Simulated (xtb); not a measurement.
CH9NSi2, SMILES N[Si@H](C)[SiH3]. All values are semi-empirical tight-binding results from xtb (GFN2-xTB unless named), good for trends rather than for accurate numbers. Geometry: GFN2-xTB. The structure was generated by enumeration; whether it is a known compound was not checked. Other conformers were not sampled.

Q: Estimate the properties. (An estimate is asked for; the answer gives what the named calculation found.)

A: 
```
Item                                             Result
----------------------------------------  -------------
orbital gap                                     4.29 eV
dipole moment                                    1.01 D
zero-point energy                         58.9 kcal/mol
G − E(el) at 298.15 K (modified RRHO)     38.5 kcal/mol
static polarisability (D4 model)             81.4 bohr³
solvation energy, GFN2-xTB/ALPB(water)    -2.6 kcal/mol
solvation energy, GFN2-xTB/ALPB(benzene)  -3.1 kcal/mol
```
